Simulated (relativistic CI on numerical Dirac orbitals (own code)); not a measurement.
**From line strength to rate: Ga I 2943.64 Å (air)**

Problem. For 4s2.4p 2P°_3/2 – 4s2.4d 2D_5/2 of Ga I a semi-empirical relativistic CI calculation gives the line strength S = 8.855 e²a₀² in the length gauge. The measured levels are 826.19 and 34787.85 cm⁻¹ (NIST Handbook). Find gf, f, A and the partial lifetime.

Working.
1. σ = 34787.85 − 826.19 = 33961.66 cm⁻¹, so the vacuum wavelength is 10⁸/σ = 2944.50 Å.
2. gf = 303.756 S/λ(Å) = 0.9135, log gf = -0.039; with g = 4 for the lower level, f = 0.228.
3. A = 2.02613 × 10¹⁸ S/(g_u λ³) with g_u = 6: A = 1.17 × 10^8 s⁻¹.
4. The partial lifetime for this S is 1/A = 8.54 ns; in the calculation this line carries 100 % of the decay of the upper level.

Check. The Handbook lists A = 1.34 × 10^8 s⁻¹, a tabulated value with its own uncertainty (a few per cent for the best lines, 25 % or more for others); ours lies 13 % below it. The velocity form of the same calculation gives S = 7.34, and the gap between the two forms is a rough gauge of the error in S. With the computed energy (33123 cm⁻¹) in place of the measured one the rate would change by the factor (σ_calc/σ)³ = 0.93.
